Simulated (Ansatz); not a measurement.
Ansatz (a first-principles code) input file for Sn(H)2(NH2)2 (H6N2Sn), SMILES [NH2][SnH2][NH2], PBE0-D3(BJ)/def2-SVP. 

Ansatz 0.2 input:
```yaml
crystal:
  periodic: [false, false, false]
  atoms:
    - {symbol: Sn, position_ang: [-0.02479320, 0.30022842, 0.01744007]}
    - {symbol: N, position_ang: [1.64272750, -0.75585397, -0.29684760]}
    - {symbol: N, position_ang: [-1.42589431, -1.10160707, 0.33042338]}
    - {symbol: H, position_ang: [0.15414671, 1.09510989, 1.45916334]}
    - {symbol: H, position_ang: [-0.34993949, 1.43952804, -1.21060379]}
    - {symbol: H, position_ang: [1.48936496, -1.70085527, -0.61778429]}
    - {symbol: H, position_ang: [2.33577901, -0.34013145, -0.90137259]}
    - {symbol: H, position_ang: [-2.33582183, -0.74909308, 0.59192002]}
    - {symbol: H, position_ang: [-1.57170159, -1.75375155, -0.42835643]}
basis:
  gaussian:
    orbitals: def2-SVP
hamiltonian:
  xc: pbe0
  dispersion: d3bj
relax: {f_tol: 0.002, max_steps: 200}
```

It prints:

```
WARN ansatz: RAYON_NUM_THREADS=1 ignored (pool sized by the plan → 1); use --threads N
Functional definition: PBE0
integrals: 0.04 GiB planned
1013 factors; integrals over basis functions are off by at most 3.4e-4 eV
mean field: 0.31 GiB planned
mean field evaluation 1: about -8892.3428 eV, gradient 7.1e1 eV
mean field evaluation 2: about -8872.7782 eV, gradient 1.1e2 eV
mean field evaluation 4: about -8902.7146 eV, gradient 1.6e0 eV
mean field evaluation 8: about -8902.7573 eV, gradient 3.6e-2 eV
mean field -8902.75726272 eV, -327.1702948995 hartree, gradient 2.4e-5 eV, S^2 0.000000; 0 other end points of the search recorded, 0 dependent functions left out
the calculation of the forces begins
reference -8902.75729329 eV, -327.1702960229 hartree; 21, 21 occupied and 63, 63 virtual orbitals, 1013 factors
relax step   1: F+E_penalty+E_count = -8902.89233134 eV  Δ(F+E_penalty+E_count) = +0.000e0 eV  max|allowed force component| = 8.167e-1 eV/Å  Δτ_max = 0.0000 Å  (25 SCF iters, accepted)
these checks for a lower state are left out or cut short: starts, cluster_reference, orbital_swaps, neighbouring_geometries, increment
integrals: 0.04 GiB planned
1013 factors; integrals over basis functions are off by at most 3.7e-4 eV
mean field: 0.30 GiB planned
mean field evaluation 16: about -8902.4919 eV, gradient 1.0e1 eV
mean field -8902.82973935 eV, -327.1729583665 hartree, gradient 7.8e-6 eV, S^2 0.000000; 0 other end points of the search recorded, 0 dependent functions left out
the calculation of the forces begins
[...]
these checks for a lower state are left out or cut short: starts, cluster_reference, orbital_swaps, neighbouring_geometries, increment
integrals: 0.04 GiB planned
1013 factors; integrals over basis functions are off by at most 3.9e-4 eV
mean field: 0.31 GiB planned
mean field -8902.90635579 eV, -327.1757739687 hartree, gradient 2.4e-5 eV, S^2 0.000000; 0 other end points of the search recorded, 0 dependent functions left out
the calculation of the forces begins
reference -8902.90638644 eV, -327.1757750950 hartree; 21, 21 occupied and 63, 63 virtual orbitals, 1013 factors
relax step  10: F+E_penalty+E_count = -8903.03957174 eV  Δ(F+E_penalty+E_count) = -3.431e-3 eV  max|allowed force component| = 4.872e-2 eV/Å  Δτ_max = 0.0732 Å  (28 SCF iters, accepted)
these checks for a lower state are left out or cut short: starts, cluster_reference, orbital_swaps, neighbouring_geometries, increment
integrals: 0.04 GiB planned
1013 factors; integrals over basis functions are off by at most 4.2e-4 eV
mean field: 0.31 GiB planned
mean field -8902.90828465 eV, -327.1758448528 hartree, gradient 2.4e-5 eV, S^2 0.000000; 0 other end points of the search recorded, 0 dependent functions left out
the calculation of the forces begins
reference -8902.90831538 eV, -327.1758459824 hartree; 21, 21 occupied and 63, 63 virtual orbitals, 1013 factors
relax step  11: F+E_penalty+E_count = -8903.04146011 eV  Δ(F+E_penalty+E_count) = -1.888e-3 eV  max|allowed force component| = 1.617e-1 eV/Å  Δτ_max = 0.0714 Å  (27 SCF iters, accepted)
these checks for a lower state are left out or cut short: starts, cluster_reference, orbital_swaps, neighbouring_geometries, increment
integrals: 0.04 GiB planned
1013 factors; integrals over basis functions are off by at most 4.6e-4 eV
mean field: 0.31 GiB planned
mean field -8902.90786329 eV, -327.1758293682 hartree, gradient 2.5e-5 eV, S^2 0.000000; 0 other end points of the search recorded, 0 dependent functions left out
the calculation of the forces begins
reference -8902.90789409 eV, -327.1758305001 hartree; 21, 21 occupied and 63, 63 virtual orbitals, 1013 factors
relax step  12: F+E_penalty+E_count = -8903.04082290 eV  Δ(F+E_penalty+E_count) = +6.372e-4 eV  max|allowed force component| = 2.773e-1 eV/Å  Δτ_max = 0.0882 Å  (28 SCF iters, rejected (line search))
these checks for a lower state are left out or cut short: starts, cluster_reference, orbital_swaps, neighbouring_geometries, increment
integrals: 0.04 GiB planned
1013 factors; integrals over basis functions are off by at most 4.3e-4 eV
mean field: 0.31 GiB planned
mean field evaluation 96: about -8902.9103 eV, gradient 4.9e-5 eV
mean field -8902.91025689 eV, -327.1759173313 hartree, gradient 2.5e-5 eV, S^2 0.000000; 0 other end points of the search recorded, 0 dependent functions left out
the calculation of the forces begins
reference -8902.91028764 eV, -327.1759184616 hartree; 21, 21 occupied and 63, 63 virtual orbitals, 1013 factors
relax step  13: F+E_penalty+E_count = -8903.04336661 eV  Δ(F+E_penalty+E_count) = -1.907e-3 eV  max|allowed force component| = 5.714e-2 eV/Å  Δτ_max = 0.0441 Å  (28 SCF iters, accepted)
these checks for a lower state are left out or cut short: starts, cluster_reference, orbital_swaps, neighbouring_geometries, increment
integrals: 0.04 GiB planned
1013 factors; integrals over basis functions are off by at most 4.5e-4 eV
mean field: 0.31 GiB planned
mean field -8902.91129456 eV, -327.1759554649 hartree, gradient 2.5e-5 eV, S^2 0.000000; 0 other end points of the search recorded, 0 dependent functions left out
the calculation of the forces begins
reference -8902.91132534 eV, -327.1759565961 hartree; 21, 21 occupied and 63, 63 virtual orbitals, 1013 factors
relax step  14: F+E_penalty+E_count = -8903.04439686 eV  Δ(F+E_penalty+E_count) = -1.030e-3 eV  max|allowed force component| = 2.960e-2 eV/Å  Δτ_max = 0.0562 Å  (28 SCF iters, accepted)
these checks for a lower state are left out or cut short: starts, cluster_reference, orbital_swaps, neighbouring_geometries, increment
integrals: 0.04 GiB planned
1013 factors; integrals over basis functions are off by at most 5.0e-4 eV
mean field: 0.31 GiB planned
mean field -8902.91136825 eV, -327.1759581730 hartree, gradient 2.3e-5 eV, S^2 0.000000; 0 other end points of the search recorded, 0 dependent functions left out
the calculation of the forces begins
reference -8902.91139911 eV, -327.1759593073 hartree; 21, 21 occupied and 63, 63 virtual orbitals, 1013 factors
relax step  15: F+E_penalty+E_count = -8903.04424341 eV  Δ(F+E_penalty+E_count) = +1.534e-4 eV  max|allowed force component| = 1.659e-1 eV/Å  Δτ_max = 0.0823 Å  (28 SCF iters, rejected (line search))
these checks for a lower state are left out or cut short: starts, cluster_reference, orbital_swaps, neighbouring_geometries, increment
integrals: 0.04 GiB planned
1013 factors; integrals over basis functions are off by at most 4.7e-4 eV
mean field: 0.31 GiB planned
mean field -8902.91212851 eV, -327.1759861121 hartree, gradient 2.5e-5 eV, S^2 0.000000; 0 other end points of the search recorded, 0 dependent functions left out
the calculation of the forces begins
reference -8902.91215933 eV, -327.1759872449 hartree; 21, 21 occupied and 63, 63 virtual orbitals, 1013 factors
relax step  16: F+E_penalty+E_count = -8903.04514010 eV  Δ(F+E_penalty+E_count) = -7.432e-4 eV  max|allowed force component| = 9.461e-3 eV/Å  Δτ_max = 0.0411 Å  (28 SCF iters, accepted)
these checks for a lower state are left out or cut short: starts, cluster_reference, orbital_swaps, neighbouring_geometries, increment
integrals: 0.04 GiB planned
1013 factors; integrals over basis functions are off by at most 4.9e-4 eV
mean field: 0.31 GiB planned
mean field -8902.91232809 eV, -327.1759934468 hartree, gradient 2.5e-5 eV, S^2 0.000000; 0 other end points of the search recorded, 0 dependent functions left out
the calculation of the forces begins
reference -8902.91235897 eV, -327.1759945815 hartree; 21, 21 occupied and 63, 63 virtual orbitals, 1013 factors
relax step  17: F+E_penalty+E_count = -8903.04529947 eV  Δ(F+E_penalty+E_count) = -1.594e-4 eV  max|allowed force component| = 5.621e-2 eV/Å  Δτ_max = 0.0412 Å  (28 SCF iters, accepted)
these checks for a lower state are left out or cut short: starts, cluster_reference, orbital_swaps, neighbouring_geometries, increment
integrals: 0.04 GiB planned
1013 factors; integrals over basis functions are off by at most 4.9e-4 eV
mean field: 0.31 GiB planned
mean field evaluation 128: about -8902.8821 eV, gradient 2.7e-1 eV
mean field -8902.91237102 eV, -327.1759950242 hartree, gradient 1.8e-5 eV, S^2 0.000000; 0 other end points of the search recorded, 0 dependent functions left out
the calculation of the forces begins
reference -8902.91240189 eV, -327.1759961586 hartree; 21, 21 occupied and 63, 63 virtual orbitals, 1013 factors
relax step  18: F+E_penalty+E_count = -8903.04534620 eV  Δ(F+E_penalty+E_count) = -4.673e-5 eV  max|allowed force component| = 1.893e-2 eV/Å  Δτ_max = 0.0071 Å  (22 SCF iters, accepted)
these checks for a lower state are left out or cut short: starts, cluster_reference, orbital_swaps, neighbouring_geometries, increment
integrals: 0.04 GiB planned
1013 factors; integrals over basis functions are off by at most 4.9e-4 eV
mean field: 0.31 GiB planned
mean field -8902.91242820 eV, -327.1759971256 hartree, gradient 2.2e-5 eV, S^2 0.000000; 0 other end points of the search recorded, 0 dependent functions left out
the calculation of the forces begins
reference -8902.91245907 eV, -327.1759982601 hartree; 21, 21 occupied and 63, 63 virtual orbitals, 1013 factors
relax step  19: F+E_penalty+E_count = -8903.04539424 eV  Δ(F+E_penalty+E_count) = -4.803e-5 eV  max|allowed force component| = 3.163e-3 eV/Å  Δτ_max = 0.0050 Å  (21 SCF iters, accepted)
these checks for a lower state are left out or cut short: starts, cluster_reference, orbital_swaps, neighbouring_geometries, increment
integrals: 0.04 GiB planned
1013 factors; integrals over basis functions are off by at most 4.9e-4 eV
mean field: 0.31 GiB planned
mean field -8902.91242884 eV, -327.1759971491 hartree, gradient 2.8e-5 eV, S^2 0.000000; 0 other end points of the search recorded, 0 dependent functions left out
the calculation of the forces begins
reference -8902.91245971 eV, -327.1759982837 hartree; 21, 21 occupied and 63, 63 virtual orbitals, 1013 factors
relax step  20: F+E_penalty+E_count = -8903.04539485 eV  Δ(F+E_penalty+E_count) = -6.132e-7 eV  max|allowed force component| = 3.250e-3 eV/Å  Δτ_max = 0.0013 Å  (19 SCF iters, accepted)
these checks for a lower state are left out or cut short: starts, cluster_reference, orbital_swaps, neighbouring_geometries, increment
integrals: 0.04 GiB planned
1013 factors; integrals over basis functions are off by at most 4.9e-4 eV
mean field: 0.31 GiB planned
mean field -8902.91243541 eV, -327.1759973904 hartree, gradient 2.5e-5 eV, S^2 0.000000; 0 other end points of the search recorded, 0 dependent functions left out
the calculation of the forces begins
reference -8902.91246628 eV, -327.1759985250 hartree; 21, 21 occupied and 63, 63 virtual orbitals, 1013 factors
relax step  21: F+E_penalty+E_count = -8903.04539591 eV  Δ(F+E_penalty+E_count) = -1.065e-6 eV  max|allowed force component| = 3.942e-4 eV/Å  Δτ_max = 0.0012 Å  (19 SCF iters, accepted)
integrals: 0.04 GiB planned
1013 factors; integrals over basis functions are off by at most 4.9e-4 eV
mean field: 0.31 GiB planned
mean field evaluation 160: about -8902.9124 eV, gradient 2.9e-4 eV
mean field -8902.91243541 eV, -327.1759973904 hartree, gradient 2.5e-5 eV, S^2 0.000000; 1 other end points of the search recorded, 0 dependent functions left out
the calculation of the forces begins
reference -8902.91246628 eV, -327.1759985250 hartree; 21, 21 occupied and 63, 63 virtual orbitals, 1013 factors
Total energy: -8903.04542679 eV, -327.1808847335 hartree
Atom 0 at    -0.007349     0.285890     0.044749 Å, force    -0.000252    -0.000190     0.000048 eV/Å
Atom 1 at     1.790612    -0.567470    -0.398297 Å, force     0.000064    -0.000239    -0.000219 eV/Å
Atom 2 at    -1.456787    -1.158060     0.155405 Å, force     0.000138     0.000186     0.000124 eV/Å
Atom 3 at     0.078738     0.953515     1.617776 Å, force    -0.000018     0.000102     0.000394 eV/Å
Atom 4 at    -0.264575     1.464196    -1.182406 Å, force    -0.000207     0.000162    -0.000214 eV/Å
Atom 5 at     1.946207    -1.437874     0.107598 Å, force    -0.000005     0.000172    -0.000218 eV/Å
Atom 6 at     1.903318    -0.769494    -1.389911 Å, force     0.000089    -0.000210     0.000321 eV/Å
Atom 7 at    -2.248854    -0.888893     0.736541 Å, force     0.000169     0.000008    -0.000121 eV/Å
Atom 8 at    -1.827442    -1.448237    -0.747473 Å, force     0.000022     0.000011    -0.000116 eV/Å
Dipole moment:    -0.284752    -0.070073    -0.191509 e Å
```

Self-consistency was reached.

Cost: roughly 70 core-seconds.
